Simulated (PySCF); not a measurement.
# C2H6O3Si

The system: C2H6O3Si, a small molecule; neutral, singlet. The structure, one conformer, was relaxed in the gas phase by PBE0-D3(BJ)/def2-SVP. No frequency run checks that it is a minimum.

SMILES: C=C[Si](O)(O)O

```xyz
12

O     0.600   -1.330   -1.537
Si    0.571   -0.381   -0.184
O     2.112    0.200    0.014
O     0.182   -1.250    1.180
C    -0.687    0.953   -0.418
C    -1.683    1.146    0.455
H     1.462   -1.708   -1.741
H     2.373    0.401    0.917
H    -0.251   -2.095    1.028
H    -0.610    1.619   -1.287
H    -1.792    0.503    1.335
H    -2.425    1.942    0.332
```
(Å; atoms numbered from 1)

Shieldings: GIAO PBE0/pcSseg-2. Shifts are against computed references at the same level: C TMS (σ 184.1 ppm), H TMS (σ 31.24 ppm), Si TMS (σ 341.3 ppm). Core levels by delta-SCF with SCAN, pcX-2 on the ionised atom and pcseg-1 elsewhere, spin-free X2C (2p3/2 is the spin-free 2p value less a third of a first-order spin-orbit splitting); from the vacuum level, for chosen atoms.

Task: Give the shieldings and core levels atom by atom.

Result: 
| atoms | bonded to | σ (ppm) | δ (ppm) | core level (eV) |
| --- | --- | --- | --- | --- |
| O1 | 1 Si + 1 H | 272.1 | - | 1s 538.64 |
| Si2 | 1 C + 3 O | 383.9 | -42.6 | 2p3/2 107.90 |
| O3 | 1 Si + 1 H | 269.3 | - | 1s 538.58 |
| O4 | 1 Si + 1 H | 275.1 | - | 1s 538.63 |
| C5 | 1 C + 1 Si + 1 H | 41.1 | 143.1 | 1s 290.17 |
| C6 | 1 C + 2 H | 32.8 | 151.3 | - |
| H7 | 1 O | 29.53 | 1.72 | - |
| H8 | 1 O | 29.68 | 1.57 | - |
| H9 | 1 O | 29.74 | 1.51 | - |
| H10 | 1 C | 24.86 | 6.38 | - |
| H11 | 1 C | 24.64 | 6.61 | - |
| H12 | 1 C | 24.73 | 6.51 | - |

Values are those of this one static structure; atoms that internal rotation interchanges would show their mean in an NMR spectrum.

The core-hole state of C5 is spin-contaminated (⟨S²⟩ 0.80 against 0.75 for a pure doublet), so that value and differences from it are less sure.

Task: By CAM-B3LYP/def2-SVPD (TDDFT singlets, Tamm-Dancoff triplets, ionisation by delta-SCF), where does absorption start, and what does vertical ionisation take?

Result: The lowest singlet lies at 6.81 eV (f 0.005), the strongest of the first 6 at 7.30 eV (f 0.361), the lowest triplet at 4.24 eV; vertical ionisation takes 10.41 eV.
